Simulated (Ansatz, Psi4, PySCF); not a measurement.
F2, charge +1, doublet, at a GFN2-xTB geometry (a state made from the parent by changing its charge; the spin is typed, not shown lowest). Base run: PBE0/6-31G** in PySCF.

Here is a job for PySCF.
```python
from pyscf import gto, scf, dft

mol = gto.Mole()
mol.atom = '''
    F    -0.00000000   -0.00000000   -0.64677315
    F     0.00000000    0.00000000    0.64677315
'''
mol.basis = '6-31g**'
mol.charge = 1
mol.spin = 1
mol.verbose = 4
mol.build()

mf = dft.UKS(mol)
mf.xc = 'pbe0'
mf.kernel()
```

The same geometry, method and basis name were run in Ansatz (a quantum-chemistry and plane-wave program) and Psi4 and PySCF, at each program's defaults and at the settings that a row names. The base is PySCF at its defaults. Differences at the defaults can come from grids, fitting, cores and function types together.

| code and settings | ΔE vs base (µEh) | basis functions | E (Eh) | SCF cycles |
|---|---|---|---|---|
| PySCF, defaults (exact integrals, its default grid, spherical functions) | 0.0 | 28 | -198.74626 | 7 |
| Psi4, defaults (density fitting with its default set, its default grid, Cartesian functions) | -4388 | 30 | -198.75065 | 7 |
| Ansatz, defaults (factorised integrals, its default grid, Cartesian functions) | -4420 | 30 | -198.75068 | - |
| PySCF, density fitting with def2-universal-jkfit | -19.8 | 28 | -198.74628 | 7 |
| PySCF, fine grid | 1.1 | 28 | -198.74626 | 7 |
| Psi4, exact integrals, spherical functions, fine grid | 1.1 | 28 | -198.74626 | 9 |
| Ansatz, high accuracy, Cartesian functions as the basis file defines them | -4420 | 30 | -198.75068 | - |

Open shells are given as the SCF converged; they aren't shown to be the lowest states, and a large step between rows can be another state.
